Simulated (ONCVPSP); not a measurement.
# Sn (Z = 50): excitation energies, all-electron against ONCV

| Property | Result |
| --- | --- |
| Element | Sn (Z = 50) |
| Generator | ONCVPSP 4.0.1 |
| Type | optimised norm-conserving Vanderbilt (ONCV) |
| Functional | PBE |
| Relativity | scalar-relativistic |
| Frozen core | [Kr] 4d10 |
| Valence charge | 4 |
| Reference configuration | 5s2 5p2 |
| Partial waves | 5s: rc 2.20 bohr, ncon 5, nbas 9, qcut 3.4 1/bohr, 2 projectors, debl 2.9 Ha; 5p: rc 2.65 bohr, ncon 4, nbas 7, qcut 3.4 1/bohr, 2 projectors, debl 3.8 Ha |
| Local potential | polynomial inside 1.40 bohr (lpopt 5, dvloc0 0 Ha) |
| Core correction | none |

Energies are relative to the spin-unpolarised reference configuration 5s2 5p2; without spin polarisation the order of configurations can differ from experiment.

| valence configuration | charge | ΔE all-electron (eV) | error AE − PS (meV) |
| --- | --- | --- | --- |
| 5s2 5p1 | +1 | 6.875 | -1.7 |
| 5s2 5p0 | +2 | 20.828 | +10 |
| 5s2 5p1.5 | +0.5 | 2.616 | -0.6 |

What are ΔE and the potential's error for 5s1 5p0?

ΔE = 51.800 eV all-electron; the error (AE − PS) is +124 meV.

Note: ghosts flagged at negative energy: s at -24.3 eV; GHOST(+) flagged for p at 98.6 eV. A true bound ghost makes a file unfit for plane-wave use.
